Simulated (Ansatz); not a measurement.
Level of theory: frozen-core CCSD(T)/cc-pVQZ // B3LYP-D3(BJ)/def2-TZVP (Ansatz, an electronic-structure program).

Ansatz 0.2 input:
```yaml
crystal:
  periodic: [false, false, false]
  atoms:
    - { symbol: B, position_ang: [1.820261, -0.005082, 0.027475] }
    - { symbol: C, position_ang: [0.472394, -0.005686, 0.005301] }
    - { symbol: Si, position_ang: [-1.20313, 0.001054, -0.018367] }
    - { symbol: H, position_ang: [2.989111, -0.004589, 0.047349] }
    - { symbol: H, position_ang: [-2.035074, 1.221917, -0.035892] }
    - { symbol: H, position_ang: [-2.04562, -1.212658, -0.024991] }
basis:
  gaussian: { orbitals: cc-pVQZ }
correlation:
  method: ccsd_t
```

Output:

```
Functional definition: HF
1529 factors; integrals over basis functions are off by at most 1.0e-3 eV
mean field evaluation 1: about -9605.6364 eV, gradient 4.0e1 eV
mean field evaluation 2: about -9605.6382 eV, gradient 4.0e1 eV
mean field evaluation 4: about -9609.8971 eV, gradient 3.5e0 eV
mean field evaluation 8: about -9609.9554 eV, gradient 2.6e-1 eV
mean field evaluation 16: about -9609.8947 eV, gradient 3.5e0 eV
mean field evaluation 32: about -9602.8909 eV, gradient 1.3e-3 eV
mean field -9609.95646729 eV, -353.1593863104 hartree, gradient 7.6e-6 eV, S^2 0.000000; 0 other end points of the search recorded, 0 dependent functions left out
7 core orbitals not correlated
reference -9609.95646729 eV, -353.1593863104 hartree; 7, 7 occupied and 245, 245 virtual orbitals, 1529 factors
second order -10.52299837 eV of doubles, -0.00000000 eV of singles
cycle   1  -10.65404209 eV  change   -1.3e-1 eV  update   9.2e-2
cycle   2  -11.00891710 eV  change   -3.5e-1 eV  update   3.0e-2
cycle   3  -11.09716118 eV  change   -8.8e-2 eV  update   1.5e-2
cycle   4  -11.08983907 eV  change    7.3e-3 eV  update   3.9e-3
cycle   5  -11.08952286 eV  change    3.2e-4 eV  update   2.0e-3
cycle   6  -11.09007179 eV  change   -5.5e-4 eV  update   8.4e-4
cycle   7  -11.09001406 eV  change    5.8e-5 eV  update   3.7e-4
cycle   8  -11.09017767 eV  change   -1.6e-4 eV  update   1.7e-4
cycle   9  -11.09020967 eV  change   -3.2e-5 eV  update   4.7e-5
cycle  10  -11.09018973 eV  change    2.0e-5 eV  update   2.0e-5
cycle  11  -11.09019395 eV  change   -4.2e-6 eV  update   6.2e-6
perturbative correction -0.63902152 eV, -0.0234836077 hartree
Total energy: -9621.68568276 eV, -353.5904270287 hartree
```

Cost: roughly 13 core-minutes.
